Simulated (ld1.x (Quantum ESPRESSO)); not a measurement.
Plane-wave convergence, ultrasoft potential for Bi (Z = 83)

| Item | Value |
| --- | --- |
| Element | Bi (Z = 83) |
| Generator | ld1.x (Quantum ESPRESSO) 7.5 |
| Type | ultrasoft |
| Functional | PBEsol |
| Relativity | scalar-relativistic |
| Frozen core | [Xe] 4f14 |
| Valence charge | 15 |
| Reference configuration | 5d10 6s2 6p3 |
| Partial waves | 6s (bound): rcut 1.55, rcutus 1.85 bohr; 6s channel at 1 Ry: rcut 1.55, rcutus 1.85 bohr; 6p (bound): rcut 2.50, rcutus 2.95 bohr; 6p channel at 0.25 Ry: rcut 2.50, rcutus 2.95 bohr; 5d (bound): rcut 0.95, rcutus 1.10 bohr; 5d channel at -0.6 Ry: rcut 0.95, rcutus 1.10 bohr |
| Local potential | all-electron potential smoothed inside 2.05 bohr (lloc = -1) |
| Core correction | Bessel-smoothed model core, default radius (core density twice the valence density) |
| Augmentation charge | built from norm-conserving waves at rcut, not smoothed further |

The pseudo-atom Hamiltonian at the reference potential is diagonalised in spherical Bessel functions j_l(qr) that vanish at 20 bohr, with q² up to the cutoff. All-electron valence levels (Ry): 6s -1.0683, 6p -0.3379, 5d -1.9889.

Q: How do the lowest levels (Ry) of each channel move with the cutoff, and are there ghosts?

A:

| cutoff (Ry) | s #1 | s #2 | p #1 | p #2 | d #1 | f #1 | f #2 | Σ f·Δε (mRy) |
| --- | --- | --- | --- | --- | --- | --- | --- | --- |
| 8 | -1.0530 | -0.0397 | -0.3377 | 0.0248 | -0.2612 | 0.1083 | 0.2292 | 17310.5 |
| 21 | -1.0679 | -0.0412 | -0.3379 | 0.0248 | -1.2916 | 0.1083 | 0.2291 | 6975.2 |
| 40 | -1.0683 | -0.0412 | -0.3379 | 0.0248 | -1.8633 | 0.1083 | 0.2291 | 1257.7 |
| 70 | -1.0683 | -0.0412 | -0.3379 | 0.0248 | -1.9841 | 0.1083 | 0.2291 | 49.8 |
| 110 | -1.0683 | -0.0412 | -0.3379 | 0.0248 | -1.9887 | 0.1083 | 0.2291 | 4.2 |
| 200 | -1.0683 | -0.0412 | -0.3379 | 0.0248 | -1.9890 | 0.1083 | 0.2291 | 0.6 |
| 400 | -1.0683 | -0.0412 | -0.3379 | 0.0248 | -1.9891 | 0.1083 | 0.2291 | 0.0 |

Result: no extra level below or beside the all-electron valence levels (s, p, d, f tested); 10 mRy is reached at 90 Ry and 1 mRy at 160 Ry.
